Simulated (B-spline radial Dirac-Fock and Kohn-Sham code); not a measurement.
## What relativity does to the binding energies of I³⁺

System: the I³⁺ ion, configuration 1s2 2s2 2p6 3s2 3p6 3d10 4s2 4p6 4d10 5s2 5p2.

Both columns are ΔSCF binding energies of the configuration average from an atomic code on a B-spline grid: non-relativistic Hartree-Fock with a point nucleus, and Dirac-Fock with a finite nucleus and the Coulomb interaction alone, averaged over the two j levels with weights 2j+1.

```csv
shell,Hartree-Fock (eV),Dirac-Fock (eV),shift (eV),shift (%)
1s,32003.5,33328.1,+1324.57,+4.14
2s,4923.3,5250.6,+327.25,+6.65
2p,4612.9,4709.4,+96.49,+2.09
3s,1050.8,1121.0,+70.13,+6.67
3p,919.4,941.1,+21.70,+2.36
3d,677.4,667.8,-9.54,-1.41
4s,225.1,239.2,+14.11,+6.27
4p,177.0,180.4,+3.39,+1.92
4d,93.90,91.55,-2.35,-2.51
5s,48.78,50.81,+2.03,+4.17
5p,38.47,38.75,+0.28,+0.72
```

Relativity binds 1s, 2s, 2p, 3s, 3p, 4s, 4p, 5s, 5p more strongly, among those listed most of all 3s in relative terms, and 3d, 4d more weakly, because the contracted s and p shells screen the nucleus better.

Values without a named source are computed, but for edge energies of neutral atoms, which are taken from tables.
